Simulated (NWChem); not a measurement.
System: C$_{2}$H$_{4}$BFO$_{2}$; SMILES C(/F)=C/B(O)O

NWChem input:

```
start job
memory heap 200 mb stack 900 mb global 1100 mb
geometry units angstroms noautoz
  O     -0.342405     2.266366    -0.003578
  B      0.052939     0.954886     0.000715
  O      1.398101     0.732846     0.002688
  C     -1.002592    -0.217778     0.003223
  C     -0.705197    -1.514674     0.001487
  F      0.581505    -1.959297    -0.002048
  H     -1.303192     2.362561    -0.005018
  H      1.592930    -0.214961     0.004500
  H     -2.072791    -0.009776     0.006435
  H     -1.393397    -2.355000     0.002704
end
basis spherical
  * library def2-tzvp
end
dft
  xc xpbe96 cpbe96
  iterations 150
  semidirect filesize 400000000
  mulliken
end
task dft energy
```

All runs use the structure optimised with B3LYP/6-31G* (spherical d).

Predict the main results of this run. (PBE/def2-TZVP.) Quantities: energy (Ha); highest occupied level (eV); orbital gap (eV); dipole (D).


```json
{
 "energy (Ha)": "-353.61",
 "highest occupied level (eV)": "-6.91",
 "orbital gap (eV)": "5.00",
 "dipole (D)": "3.60"
}
```
